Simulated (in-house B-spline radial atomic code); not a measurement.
Configurations of the neon ion Ne⁴⁺, with energies counted from [He] 2s2 (2p1/2)2. Computed with a radial B-spline atomic code at the basis-set limit: Dirac-Hartree-Fock, average of each configuration as written, Fermi nucleus of rms radius 3.0055 fm. Energies include first-order Breit, QED and recoil terms.

Occupations are held fixed; configurations that lie above the ionisation limit could autoionise.

| configuration | E - E(ref) (eV) | highest orbital | its <r> (bohr) |
| --- | --- | --- | --- |
| [He] 2s2 (2p1/2)1 (2p3/2)1 | -1.5181 | 2p3/2 | 0.7025 |
| [He] 2s2 (2p3/2)1 (4f7/2)1 | 101.69 | 4f7/2 | 3.587 |
| [He] 2s2 (2p1/2)1 5s1 | 106.65 | 5s1/2 | 6.328 |
| [He] 2s2 (2p3/2)1 (5p1/2)1 | 107.97 | 5p1/2 | 6.611 |
| [He] 2s2 (2p1/2)1 (6d5/2)1 | 113.16 | 6d5/2 | 9.961 |
| [He] 2s2 (2p3/2)1 (6f7/2)1 | 113.52 | 6f7/2 | 9.575 |

Order these further configurations by energy, lowest first.
A. [He] 2s2 (2p3/2)1 (4d5/2)1
B. [He] 2s2 (2p1/2)1 4s1
C. [He] 2s2 (2p3/2)2
D. [He] 2s1 (2p1/2)2 (5p1/2)1
E. [He] 2s2 (2p1/2)1 (5f5/2)1

C (-0.81679 eV), B (96.313 eV), A (100.97 eV), E (109.18 eV), D (127.82 eV).

How far above the reference does [He] 2s2 (2p1/2)1 (3d3/2)1 lie?

83.22 eV; its least bound orbital is 3d3/2 with <r> = 1.946 bohr.

Is the reference the lowest configuration at this level of theory?

No: [He] 2s2 (2p1/2)1 (2p3/2)1 lies 1.518 eV lower. Averages of configurations without correlation can order differently from the measured ground levels.
